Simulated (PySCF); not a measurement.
# One molecule, several mistakes: BClGeH3N

These are calculations, not measurements. The program is PySCF 2.14.0, an open-source quantum chemistry code, run on an isolated molecule that a program drew, which may never have been made. The molecule is BClGeH3N (charge 0, singlet), drawn as the SMILES string `B=[N][GeH2][Cl]`.

Each row is a Hartree-Fock (HF) and frozen-core CCSD(T) single point in the cc-pV(D+d)Z basis, meant for a local HF minimum. Run 1 is clean. Each other run has one planted mistake out of seven kinds, and not every kind appears here: one electron removed, one electron added, multiplicity raised by two, geometry at a saddle point, minimal basis STO-3G, one bond length entered in bohr, all coordinates scaled. The reference is restricted for singlets and unrestricted otherwise, and also for a bond in bohr. Adding or removing an electron swaps singlet and doublet. Electrons count all cores. HOMO and LUMO are orbital energies over both spins, the gradient is its largest component, and the lowest frequency (negative if imaginary) is given only where the gradient is small. Bond lengths are over the 6 bonds as drawn. T1 is the CCSD diagnostic: over 0.02 (restricted) or 0.045 (unrestricted) a single reference is doubtful. Germanium has the cc-pVDZ-PP basis, with a core potential (ECP10MDF) in place of its 10 inner electrons, and its 3s, 3p and 3d shells are frozen in CCSD(T).

Geometry of the clean run:
```xyz
7
BClGeH3N, angstrom
B    -0.6850   -0.4477    2.2432
N    -1.2941   -0.0151    1.2519
Ge   -2.2023    0.5389   -0.1934
Cl   -3.2564   -1.1626   -1.0401
H    -0.1069   -0.8486    3.1804
H    -3.2647    1.5507    0.1994
H    -1.2476    1.0309   -1.2673
```

```
run,electrons,basis functions,<S^2>,HOMO (eV),LUMO (eV),gradient (hartree/bohr),lowest frequency (cm^-1),mean bond (Å),longest bond (Å),T1,HF (hartree),CCSD(T) (hartree),mistake
1,64,89,0.000,-11.44,3.17,7.1e-06,97,1.5698,2.173,0.0144,-833.83313,-834.35486,no fault
2,64,89,0.000,-11.56,3.68,8.5e-02,-,1.4819,2.052,0.0124,-833.80236,-834.31370,all coordinates scaled
3,64,89,2.022,-5.29,-0.16,1.9e-01,-,1.5698,2.173,0.0162,-833.63997,-834.12069,multiplicity raised by two
4,63,89,0.760,-16.29,-7.94,9.1e-02,-,1.5698,2.173,0.0534,-833.48216,-833.95862,?
```

**Which mistake was planted in run 4, and what did it cost?**

It counts 63 electrons, one fewer than the clean run, at the same geometry and basis. So the mistake is: one electron removed. Subtracting run 1 and multiplying by 627.51 kcal/mol a hartree, the energy moved by 220.2 kcal/mol in HF and 248.6 kcal/mol in CCSD(T).

Cautions from the logs. Run 4: T1 is over the limit, so its CCSD(T) energy is less reliable.
